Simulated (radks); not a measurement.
All-electron atom: Ni in [Ar] 3d8 4s2. All-electron calculation, scalar-relativistic Kohn-Sham, LDA (Slater exchange, Perdew-Wang correlation), spin-polarised, spherical densities, finite nucleus; open shells are filled with parallel spins first; Fermi nuclear charge, rms radius 3.7757 fm; hard spherical wall at 15 bohr. Program: a radial shooting solver on a logarithmic mesh with Libxc functionals. Some entries of the table are withheld. Estimate them.

orbital,occ.,eigenvalue (hartree),<1/r> (bohr^-1)
1s up,1,-301.1581,28.04
1s down,1,-301.1575,28.05
2s up,1,-36.02408,6.055
2s down,1,-35.98083,6.060
2p up,3,-31.03352,5.950
2p down,3,-31.00019,5.954
3s up,1,-4.09665,1.920
3s down,1,-4.01612,1.915
3p up,3,-2.65370,1.775
3p down,3,-2.57532,1.768
3d up,5,-0.36715,1.373
3d down,3,-0.29787,1.345
4s up,1,-0.22135,0.4753
4s down,1,-0.20883,0.4624
4p up,0,-0.05114,(1)
4p down,0,-0.04704,(2)
5s up,0,(3),0.1564
5s down,0,(4),0.1560
4d up,0,0.04972,(5)
4d down,0,0.04977,(6)

Answer. 
(1) 4p up <1/r> (bohr^-1): 0.3166
(2) 4p down <1/r> (bohr^-1): 0.3055
(3) 5s up eigenvalue (hartree): 0.01137
(4) 5s down eigenvalue (hartree): 0.01249
(5) 4d up <1/r> (bohr^-1): 0.1349
(6) 4d down <1/r> (bohr^-1): 0.1355
